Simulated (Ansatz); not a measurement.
Basis-set extrapolation for AlBFH3SSi (`F[B]1[AlH][SiH2]S1`) (PBE0-D4/def2-TZVP geometry, frozen core, Ansatz). Multiplicity 1, RHF reference.

|  | def2-TZVPP | def2-QZVPP |
| --- | --- | --- |
| HF | -1054.408911 | -1054.440836 |
| MP2 correlation | -0.702566 | -0.763238 |
| CCSD(T) correlation | -0.781483 | not run |

Energies in hartree. Use E(X) = E(∞) + A·exp(−7.88·√X) for Hartree–Fock and E(X) = E(∞) + B·X^(−2.97) for correlation, with X = 3 and 4, and add CCSD(T) minus MP2 of the smaller set to the MP2 limit.

Task: What is the CCSD(T) energy at the basis-set limit?

Result: HF limit: -1054.440836 + (-0.031925) × 0.13774 = -1054.44523. MP2 limit: -0.763238 + (-0.060672) × 0.74074 = -0.80818. Higher-order term: -0.781483 − (-0.702566) = -0.07892. Total: -1055.33233 hartree, 372.7 kJ/mol below CCSD(T)/def2-TZVPP.
